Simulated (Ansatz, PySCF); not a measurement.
Process, species as SMILES: [O]=[Ge]([Cl])[Cl] -> [O]=[Ge]([Cl])[Cl] as doublet, charge +1 + e-
Each molecule is optimised on its own at B3LYP-D3(BJ)/def2-TZVP (Ansatz, a first-principles code). Frequencies are from Ansatz.

Property: adiabatic ionisation energy (0 K, with B3LYP-D3(BJ) harmonic zero-point energies), in eV. Correlated levels leave the core frozen unless marked. UHF or UKS for open shells. No spin-orbit coupling. The frozen core is the preceding noble-gas configuration, with the filled d and f shells of earlier blocks. Non-relativistic. Basis-set limits of correlation are two-point, X^-3; Hartree-Fock from the larger set.

| level | program | adiabatic ionisation energy (eV) |
|---|---|---|
| BHLYP/def2-TZVPD | Ansatz | (withheld) |
| TPSSh-D4/def2-TZVPD | PySCF + dftd4 | (withheld) |
| B2GP-PLYP-D3(BJ)/def2-TZVPD | Ansatz + dftd3 | 10.44 |
| B2PLYP/def2-TZVPD | Ansatz | 10.45 |
| CCSD(T)/CBS(def2-TZVPP,def2-QZVPP) | Ansatz | 10.53 |

Task: Fill in the missing entries.

Result: 
- BHLYP/def2-TZVPD, adiabatic ionisation energy (eV): 9.91
- TPSSh-D4/def2-TZVPD, adiabatic ionisation energy (eV): 10.24
